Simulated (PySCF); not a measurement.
chlorosilylboronic acid (BClH₄O₂Si), SMILES B(O)([SiH2]Cl)O.

Geometry optimised at PBE-D3(BJ)/def2-SVP. Other conformers were not sampled.

The numbers are results of PBE-D3(BJ)/def2-SVP (PySCF), not measurements.

Frequencies are harmonic and unscaled.

```
mode  ν (cm⁻¹)  IR (km/mol)  moving atoms (share of kinetic energy)
----  --------  -----------  --------------------------------------
1           52          0.0        O 51 %, Si 17 %, Cl 16 %, H 16 %
2          123          7.1                O 40 %, Cl 39 %, Si 13 %
3          271          6.4         O 54 %, Cl 18 %, B 14 %, H 12 %
4          317         35.8                  H 54 %, B 29 %, O 13 %
5          370          1.6                 Si 45 %, O 42 %, H 11 %
6          475         43.3                          H 88 %, O 11 %
7          505         43.5                        Si 49 %, Cl 40 %
8          579          1.5         O 50 %, B 25 %, H 12 %, Si 10 %
9          584          7.8                 H 42 %, B 40 %, Si 12 %
10         630         81.3                                  H 94 %
11         663          5.5                          H 85 %, B 12 %
12         788        180.6                         H 84 %, Si 12 %
13         909         88.8                                  H 96 %
14         961        195.9                          H 80 %, O 19 %
15        1031        116.4                          H 75 %, O 19 %
16        1250        295.6                  B 52 %, O 32 %, H 15 %
17        1431        153.6                          B 72 %, O 23 %
18        2149         74.1                                  H 98 %
19        2155         97.3                                  H 96 %
20        3642        122.9                                  H 94 %
21        3787         84.8                                  H 94 %
```
